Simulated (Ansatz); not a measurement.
System: BNH$_{2}$Cl, charge 0, doublet. BNH2Cl (SMILES [B](Cl)N, doublet).
B3LYP-D3(BJ)/def2-TZVP minimum from Ansatz (a quantum-chemistry and plane-wave program):
```
N
H 1 1.0062
H 1 1.0119 2 114.13
B 1 1.3777 2 122.40 3 180.00
Cl 4 1.7548 1 124.58 2 -180.00
```
Charge 0, spin multiplicity 2.

Quantity: atomisation energy (electronic, to ground-state atoms), in kJ/mol. Open shells are spin-unrestricted; no spin-orbit coupling. CBS(X,Y): correlation extrapolated as X^-3, Hartree-Fock from the larger set. A bracket is a step between two methods taken in the basis named. Functionals run without relativity, which enters their misses. Double hybrids freeze cores in their MP2 part. '+ core + X2C': CCSD(T) terms for core correlation (cc-pwCVTZ, 1s frozen past Ne) and scalar relativity (cc-pVTZ-DK). For partners of very few electrons the exact lower level stands in for a higher one.

CCSD(T)/CBS(cc-pV(T+d)Z,cc-pV(Q+d)Z) + [CCSDT(Q) - CCSD(T)]/cc-pV(D+d)Z + core + X2C (Ansatz) gives 1692.8 kJ/mol.

What does PBE/def2-TZVPD (Ansatz) give here, and how do the other levels compare?

PBE gives 1758.2 kJ/mol, 65.4 kJ/mol above it. Differences of the others: B2PLYP/def2-TZVPD (Ansatz) -11.8; CCSD(T)/CBS(cc-pV(T+d)Z,cc-pV(Q+d)Z) + core + X2C (Ansatz) -2.2 kJ/mol. Nearer than PBE: B2PLYP/def2-TZVPD, CCSD(T)/CBS(cc-pV(T+d)Z,cc-pV(Q+d)Z) + core + X2C.
